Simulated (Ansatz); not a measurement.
Reaction R1 → 2 P1, each structure at its B3LYP-D3(BJ)/def2-TZVP stationary point, reached from a drawn start (curvature not checked).
R1, O2 (SMILES O=O) (charge 0, multiplicity 3):
```
atom    x (Å)   y (Å)   z (Å)
----  -------  ------  ------
O     -0.6021  0.0000  0.0000
O      0.6021  0.0000  0.0000
```
P1: O atom, charge 0, multiplicity 3.

P less R. No zero-point or thermal terms; open shells are unrestricted; no spin–orbit coupling.

Correlated levels freeze the cores.

Run with Ansatz (a quantum-chemistry and plane-wave program). Each number belongs to the level named beside it.

**Question.** One of these levels gives 122.42 kcal/mol for the reaction energy. Which?
(A) revPBE/def2-TZVPP
(B) HF/cc-pVQZ
(C) CCSD/cc-pVQZ
(D) B97M-V/def2-TZVPP

**Answer.** D, B97M-V/def2-TZVPP. The others give 33.49 (HF/cc-pVQZ), 134.89 (revPBE/def2-TZVPP), 109.25 (CCSD/cc-pVQZ)
